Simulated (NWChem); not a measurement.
# C₃H₄BFO; SMILES CC#CB(O)F

```xyz
10

C     -0.0287     3.0279     0.0001
C     -0.0117     1.5776    -0.0014
C      0.0058     0.3599    -0.0008
B      0.0172    -1.1663    -0.0002
O      1.1768    -1.8539     0.0001
F     -1.1373    -1.8431     0.0001
H      0.2354     3.4174     0.9959
H     -1.0243     3.4173    -0.2631
H      0.6999     3.4312    -0.7204
H      1.0330    -2.8075     0.0005
```
Atoms are numbered in this order, from 1.

Results from NWChem. Pople sets run with spherical d functions. Medium grid unless said otherwise, to which SCAN and Minnesota functionals are sensitive. All runs use the structure optimised with PBE0/def2-SVP. Total energies of different functionals are on different scales.

```tsv
level	energy (Ha)	highest occupied level (eV)	orbital gap (eV)	dipole (D)
B3LYP/6-31G*	-316.7053	-7.14	6.83	0.64
PBE/6-31G*	-316.3260	-6.13	5.09	0.62
r2SCAN/6-31G*	-316.5302	-6.45	5.58	0.69
B97-2/6-31G*	-316.5955	-7.20	7.01	0.67
LC-wPBE (HJS exchange hole, range parameter 0.4 per bohr)/6-31G*	-316.4583	___	___	___
M06-L/6-31G*	-316.6638	-6.39	5.62	0.58
TPSSh/6-31G*	-316.7067	-6.72	6.14	0.61
N12/6-31G*	-316.6468	-5.96	5.11	0.73
M05-2X/6-31G*	-316.6682	-8.85	9.74	0.67
LRC-wPBEh/6-31G*	-316.3860	-9.34	10.90	0.62
```

**Question.** Complete the blanks.

**Answer.** 
- LC-wPBE (HJS exchange hole, range parameter 0.4 per bohr)/6-31G*, highest occupied level (eV): -10.27
- LC-wPBE (HJS exchange hole, range parameter 0.4 per bohr)/6-31G*, orbital gap (eV): 12.44
- LC-wPBE (HJS exchange hole, range parameter 0.4 per bohr)/6-31G*, dipole (D): 0.51
